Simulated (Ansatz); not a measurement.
```yaml
crystal:
  periodic: [false, false, false]
  atoms:
    - {symbol: Cl, position_ang: [0.693435, -4.828111, -1.472801]}
    - {symbol: Cl, position_ang: [-1.783298, -3.998531, 2.713075]}
    - {symbol: S, position_ang: [-3.255577, -2.672495, -2.290754]}
    - {symbol: S, position_ang: [-3.006970, 2.509177, -1.348705]}
    - {symbol: S, position_ang: [-2.444064, 0.987531, 3.946496]}
    - {symbol: S, position_ang: [0.271482, -0.533039, -4.488840]}
    - {symbol: S, position_ang: [-0.120086, -0.578099, 0.184986]}
    - {symbol: S, position_ang: [1.108560, 3.935600, 1.745409]}
    - {symbol: S, position_ang: [4.293220, 0.258299, -0.588280]}
    - {symbol: S, position_ang: [1.939146, -0.563921, 4.257045]}
    - {symbol: S, position_ang: [1.866446, 3.539164, -2.706086]}
    - {symbol: Zn, position_ang: [-1.979680, 0.027255, -2.559755]}
    - {symbol: Zn, position_ang: [-0.535509, -2.983720, -3.320100]}
    - {symbol: Zn, position_ang: [-1.492856, -3.227679, -0.073754]}
    - {symbol: Zn, position_ang: [-2.397641, 1.232142, 1.127979]}
    - {symbol: Zn, position_ang: [2.009088, 0.578391, -2.499105]}
    - {symbol: Zn, position_ang: [-0.759666, -1.362648, 3.370075]}
    - {symbol: Zn, position_ang: [2.538365, -0.443620, 1.496417]}
    - {symbol: Zn, position_ang: [-0.317780, 3.446601, -0.862829]}
    - {symbol: Zn, position_ang: [3.024107, 2.843480, -0.135153]}
    - {symbol: Zn, position_ang: [0.349290, 1.834248, 3.504691]}
basis:
  gaussian: {orbitals: 6-31G, fitting: {mean_field: def2-universal-jkfit}}
hamiltonian: {xc: {name: SPW92}}
accuracy: high
scf: {omitted_lower_state_checks: [starts]}
```

```sh
$ ansatz run in.yaml --threads 5 --pin off --events-out ev --progress --plain --max-ram 66560MiB --backend cuda --devices 0, --max-vram 37GiB
```

Shortened log:

```
Functional definition: SPW92
4048 factors; integrals over basis functions are off by at most 2.1e-3 eV
mean field evaluation 1: about -605413.8839 eV, gradient 1.4e2 eV
mean field evaluation 2: about -604900.2464 eV, gradient 3.9e2 eV
mean field evaluation 4: about -605316.4480 eV, gradient 1.5e2 eV
mean field evaluation 8: about -605463.2990 eV, gradient 4.5e-1 eV
mean field -605463.30154590 eV, -22250.3659340459 hartree, gradient 1.6e-8 eV, S^2 0.000000; 0 other end points of the search recorded, 0 dependent functions left out
reference -605463.30155260 eV, -22250.3659342923 hartree; 239, 239 occupied and 194, 194 virtual orbitals, 4048 factors
Total energy: -605463.30155260 eV, -22250.3659342923 hartree
Checks for a lower state left out: starts
```

Run time 14 s (5 threads of AMD EPYC 7R13 on a shared host and a share (37 GiB) of an NVIDIA H100 80GB HBM3), peak host memory 1.1 GiB.

The 6-31G sets use Cartesian d functions. The geometry of the charge 0 singlet is only loosely relaxed.
